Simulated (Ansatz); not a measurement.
Cost and result for the atomization energy of FGaH2SSe, SMILES `[F][Ga]([SH])[SeH]` (6 atoms, 5 bonds).

Charge 0, multiplicity 1. Correlated methods include outer-core shells of Ga, Se, which these sets cover unevenly. Scalar relativity is left out up to krypton. The geometry is a stationary point of PBE0-D4/def2-TZVP. It is one conformer, not always the lowest. Program: Ansatz. Hardware: A = 2 threads of an AMD EPYC 7R13 on a shared host; B = 2 threads of an AMD EPYC 7R13 on a shared host and a share of an NVIDIA H100 80 GB. Times are those of one run each, without the atoms' runs, and a repeat can differ threefold. Electronic energies, without spin–orbit coupling; frozen cores. CCSD(T)/CBS adds CCSD(T) − MP2 in def2-TZVPP to the MP2 limit, and its time is that of the two runs behind it. T1 = 0.012. With those shells the extrapolation isn't a true limit. HSE06 is the plane-wave form, built on full-range PBE exchange.

CCSD(T)/CBS is a level of theory with its own doubt, some kJ/mol a heavy atom from the limit and from the frozen cores, so smaller differences don't rank the functionals.

```json
{"level": "PBE0-D4/def2-TZVPP [A]", "functions": "197", "wall time": "4 s", "atomization (kJ/mol)": "1725.8", "difference from CCSD(T)/CBS": "-31.4", "per bond": "-6.3"}
{"level": "HSE06-D4/def2-TZVPP [A]", "functions": "197", "wall time": "4.4 s", "atomization (kJ/mol)": "1726.6", "difference from CCSD(T)/CBS": "-30.6", "per bond": "-6.1"}
{"level": "BHLYP-D4/def2-TZVPP [A]", "functions": "197", "wall time": "4.4 s", "atomization (kJ/mol)": "1653.4", "difference from CCSD(T)/CBS": "-103.8", "per bond": "-20.8"}
{"level": "CAM-B3LYP-D4/def2-TZVPP [A]", "functions": "197", "wall time": "4.7 s", "atomization (kJ/mol)": "1719.3", "difference from CCSD(T)/CBS": "-37.9", "per bond": "-7.6"}
{"level": "CCSD(T)/def2-TZVPP [B]", "functions": "197", "wall time": "5.5 s", "atomization (kJ/mol)": "1706.7", "difference from CCSD(T)/CBS": "-50.5", "per bond": "-10.1"}
{"level": "B2PLYP/def2-TZVPP [A]", "functions": "197", "wall time": "6 s", "atomization (kJ/mol)": "1705.2", "difference from CCSD(T)/CBS": "-52.0", "per bond": "-10.4"}
{"level": "PBE-QIDH/def2-TZVPP [A]", "functions": "197", "wall time": "6.5 s", "atomization (kJ/mol)": "1730.9", "difference from CCSD(T)/CBS": "-26.3", "per bond": "-5.3"}
{"level": "B97M-V/def2-TZVPP [A]", "functions": "197", "wall time": "8.5 s", "atomization (kJ/mol)": "1750.7", "difference from CCSD(T)/CBS": "-6.5", "per bond": "-1.3"}
{"level": "CCSD(T)/def2-SVP [A]", "functions": "106", "wall time": "8.5 s", "atomization (kJ/mol)": "1612.7", "difference from CCSD(T)/CBS": "-144.5", "per bond": "-28.9"}
{"level": "ωB97X-V/def2-TZVPP [A]", "functions": "197", "wall time": "9.5 s", "atomization (kJ/mol)": "1754.4", "difference from CCSD(T)/CBS": "-2.8", "per bond": "-0.6"}
{"level": "ωB97M-V/def2-TZVPP (with forces) [A]", "functions": "197", "wall time": "13 s", "atomization (kJ/mol)": "1730.1", "difference from CCSD(T)/CBS": "-27.1", "per bond": "-5.4"}
{"level": "CCSD(T)/def2-QZVPP [B]", "functions": "365", "wall time": "14 s", "atomization (kJ/mol)": "1741.9", "difference from CCSD(T)/CBS": "-15.3", "per bond": "-3.1"}
{"level": "CCSD(T)/CBS(def2)", "functions": "–", "wall time": "19 s", "atomization (kJ/mol)": "1757.2", "difference from CCSD(T)/CBS": "0.0", "per bond": "0.0"}
```

From BLYP to BHLYP (50 % exact exchange), in def2-TZVPP and without D4, the atomization energy moves by −49.1 kJ/mol: exact exchange takes away binding that semilocal exchange gives to molecules. In def2-TZVPP, CCSD(T) changes the Hartree–Fock value by +512.4 kJ/mol (the triples alone add +39.0 kJ/mol) and MP2 by +562.2 kJ/mol; breaking electron pairs costs correlation energy, which Hartree–Fock lacks. At CCSD(T), def2-SVP lies −144.5 kJ/mol from the extrapolated value and def2-TZVPP −50.5 kJ/mol: correlation converges slowly with the basis, and small sets miss more of it in the bonded molecule than in its fragments.
